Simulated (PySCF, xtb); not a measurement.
FH5O3Si2, SMILES O[Si](O)(O)[SiH2]F.

GFN2-xTB run with xtb at its own geometry gives an orbital gap of 4.95 eV and a dipole moment of 2.25 D.

The structure is a stationary point at r2SCAN-D4/def2-SVP. This is a generated structure with no PubChem entry under its InChIKey; it may be hypothetical. The values are those of a single conformer.

Q: What does ωB97X/def2-TZVP (PySCF) give? (The exact figures need the calculation; the answer reports its results.)

A: gap 12.05 eV (levels -10.49 and 1.56 eV), dipole 1.83 D.
